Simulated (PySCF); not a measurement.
# Fractional electron number in Mn (manganese, neutral)

The 4s beta orbital of [Ar] 3d5 4s2 is emptied in steps (occupation f), with all orbitals relaxed, ending at [Ar] 3d5 4s1. Calculation: PySCF 2.14, in aug-cc-pVDZ (7s6p4d2f, 59 functions); the non-relativistic Hamiltonian (point nucleus). The exact energy is a straight line in f; departures are measured from the line between the end points of the same method.

| f | HSE06 (eV) |
| --- | --- |
| 1 | 0.000 |
| 0.75 | -0.440 |
| 0.5 | -0.583 |
| 0.25 | -0.431 |
| 0 | 0.000 |

**Question.** For HSE06, how does the orbital energy at f = 1 compare with the removal energy?

**Answer.** −ε = 4.682 eV against a total-energy difference of 7.033 eV. By Janak's theorem ε = ∂E/∂f, so the gap between them reflects the curvature. Along the path −ε is 5.868 (f = 0.75), 7.054 (f = 0.5), 8.230 (f = 0.25) eV.

Reference removal energy between the ground levels: 7.434 eV (measured; NIST Atomic Spectra Database, ionization energies).
